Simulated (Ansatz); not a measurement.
Basis-set series for CH6NO2Sc, SMILES `C[O][Sc]([NH2])[OH]`. Total charge 0; spin multiplicity 1. Geometry: relaxed with PBE0-D4/def2-TZVP. It is one conformer, not always the lowest.

| functional | basis | functions | energy (Eh) | HOMO (eV) | LUMO (eV) |
| --- | --- | --- | --- | --- | --- |
| PBE0-D4 | def2-SVP | 117 | -1007.03084 | -6.32 | -0.93 |
| PBE0-D4 | def2-TZVPP | 272 | -1007.43005 | -6.75 | -1.23 |
| ωB97M-V | def2-SVP | 117 | -1007.34517 | -8.70 | 0.29 |
| ωB97M-V | def2-TZVPP | 272 | -1007.75320 | -9.14 | 0.16 |

Give the rows for def2-QZVPP. (Best estimate.)

Computed: 
| functional | basis | functions | energy (Eh) | HOMO (eV) | LUMO (eV) |
| --- | --- | --- | --- | --- | --- |
| PBE0-D4 | def2-QZVPP | 501 | -1007.45903 | -6.78 | -1.24 |
| ωB97M-V | def2-QZVPP | 501 | -1007.78043 | -9.17 | 0.03 |

Positive LUMOs are unbound and depend on the basis. Scalar relativity is left out up to krypton.
